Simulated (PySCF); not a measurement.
## Simulated absorption spectrum

C₇H₇ (charge +1).
SMILES: `c1(C)c([cH+]1)C#CC`

Computed, not measured: TDDFT CAM-B3LYP/def2-SVPD, vertical, gas phase, core orbitals frozen in the response in PySCF. Geometry: GFN2-xTB; no solvent, vibrations or thermal averaging.

Broadening: Gaussians 0.25 eV wide at half height, area fixed by f = 4.319×10⁻⁹ ∫ε dν̃. The cross-section is σ = 3.8235×10⁻²¹ ε cm², given in Mb (10⁻¹⁸ cm²). The width is an assumption, not a result. The curve ends short of the highest state used, and states not computed would add to its high-energy end.

(E (eV), σ (Mb)): (3.28, 0.00), (3.37, 0.00), (3.46, 0.01), (3.55, 0.03), (3.64, 0.04), (3.73, 0.04), (3.82, 0.01), (3.90, 0.00), (3.99, 0.00), (4.08, 0.00), (4.17, 0.00), (4.26, 0.00), (4.35, 0.00), (4.44, 0.00), (4.53, 0.00), (4.62, 0.00), (4.70, 0.10), (4.79, 1.70), (4.88, 13.69), (4.97, 53.62), (5.06, 102.38), (5.15, 95.28), (5.24, 43.22), (5.33, 9.56), (5.42, 1.03), (5.51, 0.06), (5.59, 0.03), (5.68, 0.08), (5.77, 0.10), (5.86, 0.07), (5.95, 0.02), (6.04, 0.00), (6.13, 0.03), (6.22, 0.50), (6.31, 3.50), (6.40, 11.99), (6.48, 19.56), (6.57, 17.23), (6.66, 7.43), (6.75, 1.64), (6.84, 0.27), (6.93, 0.19), (7.02, 0.38), (7.11, 0.47)

Q: Locate the maxima and give the states behind the curve.

A: 339 nm (3.66 eV), ε about 12, made up of S1 (100%); 243 nm (5.10 eV), ε about 28000, made up of S2 (100%); 215 nm (5.76 eV), ε about 27, made up of S3 (100%); 190 nm (6.51 eV), ε about 5300, made up of S4 (100%); 175 nm (7.10 eV), ε about 120, made up of S6 (98%) (ε in L mol⁻¹ cm⁻¹; maxima over ε = 5, shares over 10%). The states used: S1 3.66 eV (f 0.0001); S2 5.10 eV (f 0.263); S3 5.76 eV (f 0.0003); S4 6.51 eV (f 0.049); S5 6.79 eV (f 0.0002); S6 7.09 eV (f 0.0011); S7 7.36 eV (f 0.0003); S8 7.71 eV (f 0.0005).

Q: Coming from long wavelengths, where does ε first pass 100 L mol⁻¹ cm⁻¹?

A: At about 262 nm (4.74 eV), 1.08 eV above S1.

Q: What would ε be at 5.10 eV, the highest of these maxima, with half the width (0.125 eV)?

A: About 56600 L mol⁻¹ cm⁻¹ against 28400, a factor of about 1.99; a lone state at its own centre would give exactly 2.

Q: On this curve, what absorbance would a 10⁻⁵ mol/L sample give at 355 nm over a 1 cm path?

A: 355 nm is 3.493 eV, where ε is about 3.6 L mol⁻¹ cm⁻¹, so A = ε c l ≈ 3.6e-05 (Beer–Lambert, with the gas-phase spectrum and the assumed width).
